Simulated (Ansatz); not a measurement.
Species: 3-iodoselenophene, C$_{4}$H$_{3}$ISe, net charge 0, singlet state. 
Coordinates optimised at B3LYP-D3(BJ)/def2-TZVP (Ansatz, a quantum-chemistry and plane-wave program):
```xyz
9

I     -1.3587    -1.5391    -0.4936
C      0.1069    -0.1024    -0.0406
C      1.5007    -0.3837    -0.1950
C      2.3126     0.6498     0.1404
Se     1.3427     2.1439     0.7091
C     -0.2063     1.1358     0.4116
H      1.8669    -1.3367    -0.5479
H      3.3894     0.6726     0.1063
H     -1.1836     1.5473     0.5960
```
Charge 0, spin multiplicity 1.

Computed values are from Ansatz. Valence correlation only, unless marked. Open shells are spin-unrestricted. No spin-orbit coupling. Frozen are the shells of the preceding noble gas and the d and f shells that filled before the atom's block. In def2 rows, elements after Kr have scalar-relativistic effective core potentials. CBS marks a two-point X^-3 extrapolation of the correlation energy; Hartree-Fock from the larger set.

The atomisation energy De comes out as 892.1 kcal/mol at CCSD(T)/CBS(def2-TZVPPD,def2-QZVPPD), the total energy is -2850.9206 Eh at CCSD(T)/CBS(def2-TZVPPD,def2-QZVPPD) and the dipole moment is 1.20 D at CCSD(T)/def2-SVPD. The T1 diagnostic is 0.014 at CCSD/def2-QZVPPD.

The Hartree-Fock reference is unstable (checked in the largest basis), which strains HF and MP2.
